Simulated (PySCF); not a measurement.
# Broadened absorption spectrum of GaCl2(OEt)

GaCl2(OEt), C2H5Cl2GaO.
Bonds: Ga1–Cl2, Ga1–Cl3, Ga1–O4, O4–C5, C5–C6. Hydrogens: H7, H8 on C5; H9, H10, H11 on C6.

Computed, not measured: PySCF, TDDFT wB97X-D/def2-SVPD, vertical, gas phase, core orbitals frozen in the response. Geometry: PBE0-D3(BJ)/def2-SVP, one conformer, isolated molecule. Relativistic effects, spin–orbit coupling among them, are left out although an element past zinc is present.

Computed states:

```tsv
state	E (eV)	f
S1	5.84	0.0018
S2	6.27	0.032
S3	6.60	0.030
S4	6.69	0.0005
S5	6.74	0.0054
S6	6.97	0.103
S7	7.00	0.079
S8	7.25	0.0013
S9	7.31	0.062
S10	7.63	0.014
S11	7.67	0.0047
S12	8.23	0.0063
S13	8.58	0.099
S14	8.62	0.184
S15	8.74	0.0092
```

Broadening: Gaussians 0.3 eV wide at half height, area fixed by f = 4.319×10⁻⁹ ∫ε dν̃. The width is an assumption, not a result. The curve ends short of the highest state used, and states not computed would add to its high-energy end.

Question: What does the envelope look like, and where are its maxima?

Answer: 
(λ (nm), ε (L mol⁻¹ cm⁻¹)): (152.3, 495), (155.0, 153), (157.7, 402), (160.4, 1370), (163.1, 2044), (165.8, 3189), (168.4, 5630), (171.1, 7027), (173.8, 10357), (176.5, 15937), (179.2, 14639), (181.9, 7985), (184.5, 4227), (187.2, 3371), (189.9, 2787), (192.6, 2351), (195.3, 2682), (198.0, 2918), (200.7, 2248), (203.3, 1219), (206.0, 491), (208.7, 227), (211.4, 181), (214.1, 158), (216.8, 108), (219.4, 57), (222.1, 23), (224.8, 7), (227.5, 2), (230.2, 0)

Maxima: 197 nm (6.28 eV), ε about 2900, made up of S2 (96%); 177 nm (6.99 eV), ε about 17000, made up of S6 (56%) and S7 (42%) (ε in L mol⁻¹ cm⁻¹; maxima over ε = 5, shares over 10%). At its high-energy end, 8.14 eV, the curve is still rising (ε about 490, from S12).

Question: On this curve, what absorbance would a 10⁻⁵ mol/L sample give at 193 nm over a 1 cm path?

Answer: 193 nm is 6.424 eV, where ε is about 2400 L mol⁻¹ cm⁻¹, so A = ε c l ≈ 0.024 (Beer–Lambert, with the gas-phase spectrum and the assumed width).

Question: What would ε be at 6.99 eV, the highest of these maxima, with half the width (0.15 eV)?

Answer: About 31800 L mol⁻¹ cm⁻¹ against 16600, a factor of about 1.9; a lone state at its own centre would give exactly 2.

Question: Coming from long wavelengths, where does ε first pass 100 L mol⁻¹ cm⁻¹?

Answer: At about 217 nm (5.71 eV), 0.13 eV below S1.
